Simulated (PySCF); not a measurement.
## Tc³⁺: interval between two levels

Tc³⁺ [Kr] 4d4 [5D4, M_J = 4] → Tc³⁺ [Kr] 4d3 5p1 [5G6, M_J = 6], as a difference of total energies. Computed with PySCF 2.14 in x2c-TZVPall-2c (8s9p7d1f, 77 functions), with the two-component X2C-1e Hamiltonian. Correlated levels: [Ar] 3d10 frozen; the 6 highest virtual spinors dropped. "Screened" scales the spin-orbit matrix elements by Boettger's factors to mimic the two-electron term; Breit and QED terms are absent.

```
                    method  interval between two levels (cm⁻¹)
           GHF (spin-free)                              122890
          GMP2 (spin-free)                              123000
 GHF (screened spin-orbit)                              124650
GMP2 (screened spin-orbit)                              124850
```

The labels give the starting determinants; with spin-orbit coupling the two ends relaxed to ⟨J²⟩ = 20.01, ⟨L²⟩ = 6.07, ⟨S²⟩ = 5.97 and ⟨J²⟩ = 42.01, ⟨L²⟩ = 20.14, ⟨S²⟩ = 5.96.
